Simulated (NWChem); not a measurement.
Lowest excitation of H₅BN₂

```
B
N 1 1.4118
H 2 1.0085 1 121.86
H 2 1.0108 3 113.65 1 180.00
N 1 1.4118 2 123.41 3 180.00
H 5 1.0085 1 121.86 2 180.00
H 5 1.0108 6 113.65 1 180.00
H 1 1.2136 2 118.29 3 0.00
```
Charge 0, spin multiplicity 1.

The numbers come from NWChem runs, not from measurements. Structure: optimised with PBE0/def2-SVP, a minimum by its harmonic frequencies. It is one conformer; others weren't searched.

Basis set: def2-SVP. CR-EOMCCSD(T) is the triples correction to the same EOM-CCSD root.

The correlated methods keep 3 core orbitals frozen. B3LYP has NWChem's definition, with VWN1-RPA local correlation. The structure started from a generated list of species. Coupled-cluster values serve here as a point of comparison, not as the truth.

Task: One of these methods gave a lowest vertical singlet excitation energy of 6.42 eV. Which?
A. TD-B3LYP
B. CIS
C. EOM-CCSD
D. TDA-LDA (SVWN5)

Result: D, TDA-LDA (SVWN5). The others give 8.19 (CIS), 6.71 (TD-B3LYP), 7.29 (EOM-CCSD).
